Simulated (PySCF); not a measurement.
CH₉NOSi₃. Atoms are numbered in the order given.

```xyz
15

Si     2.3337     0.7422    -0.1737
C      0.6068     0.4898     0.5544
N     -0.4067     1.1424    -0.2786
Si    -1.9312     0.3349    -0.4907
O     -1.4887    -1.2032    -0.0014
Si     0.0818    -1.3475     0.5646
H      2.6152     2.2077    -0.2998
H      2.4151     0.1242    -1.5308
H      3.3713     0.1287     0.7141
H      0.6083     0.8485     1.6058
H     -0.2428     2.1188    -0.4970
H     -3.0495     0.8119     0.3801
H     -2.3914     0.3722    -1.9085
H      0.1171    -1.9447     1.9296
H      0.8923    -2.1914    -0.3623
```
Charge 0, spin multiplicity 1.

Coordinates come from a PBE0-D3(BJ)/def2-SVP optimisation. The structure was generated by enumeration; whether it is a known compound was not checked. The values are those of a single conformer.

Calculation: PySCF with HF/pcSseg-1.

GIAO shieldings, no solvent; atoms listed in one row are averaged. δ = σ(ref) − σ: ²⁹Si against TMS (σ = 393.8 ppm); ¹³C against TMS (σ = 192.6 ppm); ¹⁵N against NH3 (σ = 267.3 ppm); ¹⁷O against H2O (σ = 333.0 ppm); ¹H against TMS (σ = 31.99 ppm), references at their B3LYP-D3(BJ)/def2-TZVP geometries, non-relativistic.

| nucleus | atoms | count | δ (ppm) |
|---|---|---|---|
| ²⁹Si | Si6 | 1 | -9.8 |
| ²⁹Si | Si4 | 1 | -24.0 |
| ²⁹Si | Si1 | 1 | -53.2 |
| ¹³C | C2 | 1 | 14.2 |
| ¹⁵N | N3 | 1 | 3.8 |
| ¹⁷O | O5 | 1 | 11.1 |
| ¹H | H14 | 1 | 4.93 |
| ¹H | H12, H13 | 2 | 4.86 |
| ¹H | H15 | 1 | 4.74 |
| ¹H | H7, H8, H9 | 3 | 4.02 |
| ¹H | H10 | 1 | 1.93 |
| ¹H | H11 | 1 | 0.08 |
